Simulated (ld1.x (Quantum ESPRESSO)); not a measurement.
## Cr: one change to a TM semilocal potential, before and after

ld1.x (Quantum ESPRESSO) 7.5 input, shortened:

```
&input
   title='Cr', zed=24., rel=1, dft='PBE', iswitch=3,
   config='[Ar] 3d5 4s1 4p0'
 /
 &inputp
   pseudotype=1, tm=.true., lloc=0,
   nlcc=.false.
 /
3
4P  2  1   0.00   0.00  3.85  3.85  0.0
3D  3  2   5.00   0.00  1.05  1.05  0.0
4S  1  0   1.00   0.00  2.00  2.00  0.0
 &test
   configts(1)='3d5 4s1 4p0'
 /
```

Change: core correction a·sin(br)/r model core inside 0.86 bohr.

Cutoffs: the cutoffs (Ry, on a coarse ladder) from which the occupation-weighted sum of valence levels, in a spherical-Bessel basis at the reference potential, stays within 10 and 1 mRy of its value at 400 Ry; they do not see the model core or the augmentation charge, which bear on the density cutoff. Errors are all-electron minus pseudo energies relative to the spin-unpolarised reference configuration.

**Question.** How do hardness, ghosts and transferability respond?

**Answer.** The potential gets neither clearly harder nor softer (160 Ry and 180 Ry → 160 Ry and 180 Ry); of the 7 tests that both files solve, the error grows in 4 and shrinks in 2 by more than 15 % and 0.3 meV (median size 31.9 → 71.7 meV); neither file shows a bound ghost. A semilocal file is local in each channel, so a ghost entry of none says nothing of the separable form that plane-wave codes build from it. A model core, the more so a compact one, raises the density cutoff, which this test does not measure.

```csv
quantity,base,changed
"cutoff, loose",160 Ry,160 Ry
"cutoff, tight",180 Ry,180 Ry
bound ghosts,none,none
"error for 3d5 4s0 4p0, meV [ΔE 6.90 eV]",+18,-19
"error for 3d4 4s0 4p0, meV [ΔE 22.95 eV]",+108,-79
"error for 3d3 4s0 4p0, meV [ΔE 53.70 eV]",-109,-806
"error for 3d4 4s2 4p0, meV [ΔE -0.10 eV]",-69,-115
"error for 3d5 4s0 4p1, meV [ΔE 3.12 eV]",+8.1,-2.3
"error for 3d4 4s1 4p0, meV [ΔE 7.99 eV]",-32,-72
"error for 3d6 4s0 4p0, meV [ΔE 1.73 eV]",-27,-43
s: phases at 4.22 bohr within 0.05 rad from the reference energy up to (Ry; the scan ends near 5),0.8,0.8
p: phases at 4.22 bohr within 0.05 rad from the reference energy up to (Ry; the scan ends near 5),1.1,1.1
d: phases at 4.22 bohr within 0.05 rad from the reference energy up to (Ry; the scan ends near 5),2.6,2.6
```
